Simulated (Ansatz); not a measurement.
Species: CH5OSi, charge 0, multiplicity 2. It need not be the lowest isomer of its formula. 
Geometry from a B3LYP-D3(BJ)/def2-TZVP (Ansatz, a quantum-chemistry and plane-wave program) optimisation:
```
Si
O 1 1.6579
H 1 1.4834 2 111.64
H 1 1.4834 3 109.32 2 -124.02
C 1 1.8851 3 110.71 4 -122.22
H 5 1.0890 1 110.82 3 -58.48
H 5 1.0890 6 109.38 1 122.47
H 5 1.0929 6 109.09 7 119.25
```
Charge 0, spin multiplicity 2.

Atomisation energy built up term by term with Ansatz (kcal/mol; UHF references for open shells; valence terms freeze the core; atomic spin-orbit terms are left out). CBS marks a two-point X^-3 extrapolation of the correlation energy; Hartree-Fock from the larger set.

```csv
term,basis,kcal/mol
Hartree-Fock,cc-pV(Q+d)Z,487.05
CCSD correlation,"CBS(cc-pV(T+d)Z,cc-pV(Q+d)Z)",148.79
(T),"CBS(cc-pV(T+d)Z,cc-pV(Q+d)Z)",7.46
core correlation,cc-pwCVTZ,1.25
scalar relativity (X2C),cc-pVTZ-DK against cc-pVTZ,-1.02
sum: De,,643.5
```

(T) makes 1.2 % of the CCSD(T) atomisation energy; under 5 % is typical of single-reference molecules.
